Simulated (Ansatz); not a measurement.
Born–Oppenheimer molecular dynamics of F2Ge2H4 (8 atoms, charge 0, multiplicity 1). It starts from a relaxed structure.

Level of theory: Ansatz 0.2.0, RKS PBE0-D4/def2-SVP.

```
ensemble        : NVT, Nosé–Hoover chain
time step       : 0.5 fs
steps asked     : 100
set temperature : 300 K
thermostat      : time constant 100 fs, chain length 3 (defaults)
seed            : 439734
```

First frame:

```xyz
8
Properties=species:S:1:pos:R:3
Ge -0.059 0.079 0.037
Ge -0.003 -0.004 2.454
H -1.427 -0.252 2.974
H 0.928 -1.147 2.873
H 0.521 1.339 2.985
F 1.577 0.192 -0.541
H -0.865 1.149 -0.718
F -0.609 -1.462 -0.548
```

(1) How far do the bonds stretch over the last three quarters of this one trajectory? (Pairs bonded in most of those frames.)

## Answers

(1) 
```
   bond  mean (Å)  spread (Å)  shortest  longest
Ge1–Ge2     2.399       0.010      2.39     2.42
 Ge1–F6     1.735       0.009      1.72     1.75
 Ge1–H7     1.543       0.019      1.52     1.57
 Ge1–F8     1.734       0.009      1.72     1.75
 Ge2–H3     1.537       0.021      1.51     1.57
 Ge2–H4     1.536       0.004      1.53     1.54
 Ge2–H5     1.537       0.007      1.52     1.55
```

Mean temperature of the second half: 138 K. The conserved energy stayed within 0.041 meV per atom of its start (net change 0.037 meV per atom), so the integration is sound. The mean temperature of the second half is 54 % below the set value. A run of 0.05 ps of so small a system gives no equilibrium averages.

Run time: 2.8 min on 2 threads of Intel(R) Xeon(R) 6975P-C (Granite Rapids), on a shared host, peak memory 0.31 GiB.
